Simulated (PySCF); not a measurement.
The same groups moved round the core (propene cyano+boryl). Gas-phase values, no solvent. One relaxed conformer stands for each flexible species; it need not be the lowest. Strings in code marks are SMILES.

All values below come from PySCF 2.14.0 with TPSSh-D3(BJ)/def2-TZVP // CAM-B3LYP-D3(BJ)/def2-TZVP. All candidates: neutral, multiplicity 1. Delta-SCF ions had no search for a lower state. Excitations are Tamm–Dancoff values on a coarser integration grid. The basis has no diffuse functions, so Rydberg states are missing or too high.

- vertical ionisation energy (Delta-SCF): 10.66 eV
- HOMO–LUMO gap: 5.33 eV
- brightest of the four lowest singlets (TDA): 5.73 eV

**Question.** Say which member has these values.
A) `B/C(C#N)=C/C`
B) `B/C=C/CC#N`
C) `B/C=C(\C)C#N`
D) `BC/C=C\C#N`

**Answer.** B, `B/C=C/CC#N`. The others give `B/C(C#N)=C/C`: 10.20 eV, 4.68 eV, 5.13 eV; `B/C=C(\C)C#N`: 10.38 eV, 4.48 eV, 5.30 eV; `BC/C=C\C#N`: 9.71 eV, 5.04 eV, 6.37 eV
